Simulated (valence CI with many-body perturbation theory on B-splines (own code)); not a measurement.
Results of a calculation; reference values are marked as such.
**Ladder of approximations for Dy LIX**

Level of theory: configuration interaction combined with many-body perturbation theory (CI+MBPT): six valence electrons over a frozen Dirac-Fock core [He], a basis of 9 s, 9 p, 8 d, 6 f, 3 g, 1 h functions for each j, with the one-electron correlation potential Σ1, the two-electron term Σ2, the three-electron term Σ3, Breit, model QED; selected CI, second order for the rest, scaled by the run's own slope (own B-spline code, finite nucleus).

No measured spectrum was set against this ion. As an estimate, large intervals hold to a few tenths of a per cent, small ones and those within an open d or f shell to about a per cent. Among the levels kept, up to 2100 cm⁻¹ of a level comes from second order outside the variational space, and about a tenth of that is noise between levels of different J, which matters for small intervals.

Each rung adds one term. CI alone is the Dirac-Coulomb CI over the frozen core; QED comes last and gives the full result, which names the levels. Energies are above (2s^2 2p1/2^2 2p3/2^2) J=2 on the same rung, in eV.

Levels are named by their leading jj configuration (3d3/2^4 stands for four electrons in 3d with j = 3/2), which in mixed levels can hold well under half, so a name can repeat and another be missing.

```csv
Level,CI alone
(2s^2 2p1/2^2 2p3/2^2) J=0,45.4
(2s^2 2p1/2 2p3/2^3) J=1,834.7
(2s^2 2p1/2 2p3/2^3) J=2,858.5
(2s 2p1/2^2 2p3/2^3) J=2,1183.2
(2s 2p1/2^2 2p3/2^3) J=1,1253.0
(2s^2 2p3/2^4) J=0,1709.6
(2s 2p1/2 2p3/2^4) J=0,2028.0
(2s 2p1/2 2p3/2^4) J=1,2066.7
(2p1/2^2 2p3/2^4) J=0,2469.9
(2s^2 2p1/2^2 2p3/2 3s) J=2,6830.1
(2s^2 2p1/2^2 2p3/2 3s) J=1,6837.8
(2s^2 2p1/2^2 2p3/2 3p1/2) J=1,6931.3
(2s^2 2p1/2^2 2p3/2 3p1/2) J=2,6934.5
(2s^2 2p1/2^2 2p3/2 3p3/2) J=3,7172.5
(2s^2 2p1/2^2 2p3/2 3p3/2) J=1,7172.2
(2s^2 2p1/2^2 2p3/2 3p3/2) J=2,7196.7
```

Problem. What do these energies become with core correlation, Breit and QED?

Solution. (2s^2 2p1/2^2 2p3/2^2) J=0 51.3 (+5.88); (2s^2 2p1/2 2p3/2^3) J=1 827.8 (-6.84); (2s^2 2p1/2 2p3/2^3) J=2 846.2 (-12.32); (2s 2p1/2^2 2p3/2^3) J=2 1171.2 (-12.03); (2s 2p1/2^2 2p3/2^3) J=1 1242.5 (-10.58); (2s^2 2p3/2^4) J=0 1693.7 (-15.84); (2s 2p1/2 2p3/2^4) J=0 2009.0 (-18.93); (2s 2p1/2 2p3/2^4) J=1 2044.6 (-22.02); (2p1/2^2 2p3/2^4) J=0 2448.7 (-21.22); (2s^2 2p1/2^2 2p3/2 3s) J=2 6824.7 (-5.48); (2s^2 2p1/2^2 2p3/2 3s) J=1 6832.6 (-5.15); (2s^2 2p1/2^2 2p3/2 3p1/2) J=1 6926.7 (-4.53); (2s^2 2p1/2^2 2p3/2 3p1/2) J=2 6928.5 (-6.04); (2s^2 2p1/2^2 2p3/2 3p3/2) J=3 7163.1 (-9.40); (2s^2 2p1/2^2 2p3/2 3p3/2) J=1 7163.4 (-8.86); (2s^2 2p1/2^2 2p3/2 3p3/2) J=2 7188.1 (-8.58).

Problem. How does the ionisation energy move along the ladder, and which term matters most?

Solution. CI alone 12703, + Σ1 12703, + Σ2 12704, + Σ3 12703, + Breit 12692, + QED 12691 eV. The largest step is Breit, -12 eV. NIST lists 12690 ± 6 eV (theoretical).
